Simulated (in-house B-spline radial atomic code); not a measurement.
Configurations of the sulfur ion S⁺, with energies counted from [Ne] 3s2 3p3. Computed with an all-electron radial atomic-structure program (B-spline basis): non-relativistic HSE06, spin-polarised, spherical fractional occupations, exact exchange averaged over the configuration, point nucleus. Shells without spins written out take the highest spin.

Occupations are held fixed; configurations that lie above the ionisation limit could autoionise.

| configuration | E - E(ref) (eV) | highest orbital | its <r> (bohr) |
| --- | --- | --- | --- |
| [Ne] 3s1 3p4 | 10.633 | 3p down | 1.939 |
| [Ne] 3s2 3p2 3d1 | 13.808 | 3d up | 2.877 |
| [Ne] 3s2 3p2 4f1 | 19.819 | 4f up | 8.52 |
| [He] 2s2 2p5 3s2 3p3 4d1 | 180.06 | 4d up | 6.933 |
| [He] 2s2 2p5 3s2 3p3 4f1 | 181.53 | 4f up | 8.524 |

Task: Order these further configurations by energy, lowest first.
A. [Ne] 3s1 3p3 3d1
B. [Ne] 3s1 3p3 4d1
C. [Ne] 3s1 3p3 4s1
D. [Ne] 3s2 3p2 4s1
E. [He] 2s2 2p5 3s2 3p3 3d1

Result: D (13.608 eV), A (20.029 eV), C (20.373 eV), B (25.422 eV), E (174.15 eV).

Task: How far above the reference does [Ne] 3s2 3p2 4d1 lie?

Result: 18.596 eV; its least bound orbital is 4d up with <r> = 7.373 bohr.
